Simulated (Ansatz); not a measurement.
Se(Br)(SiH3) (BrH3SeSi), SMILES [Se](Br)[SiH3].

Geometry optimised at PBE-D3(BJ)/def2-SVP. This is a generated structure with no PubChem entry under its InChIKey; it may be hypothetical.

Two levels are set side by side: PBE/def2-SVPD (Ansatz, a program for electronic structure) and PBE0/def2-SVPD (Ansatz). Energy differences of separate SCF runs at the same geometry; the states with an electron removed or added have multiplicity 2 and 2. Differences are taken from unrounded values.

```tsv
quantity	PBE0
vertical ionisation energy (eV)	9.07
vertical electron affinity (eV)	1.17
vertical singlet–triplet gap (eV)	1.92
```

### Question
What does PBE give, and how far is it from PBE0? (An estimate is asked for; the answer gives what the named calculation found.)

### Answer

```tsv
quantity	PBE	PBE minus PBE0
vertical ionisation energy (eV)	8.83	-0.24
vertical electron affinity (eV)	1.14	-0.03
vertical singlet–triplet gap (eV)	1.84	-0.08
```
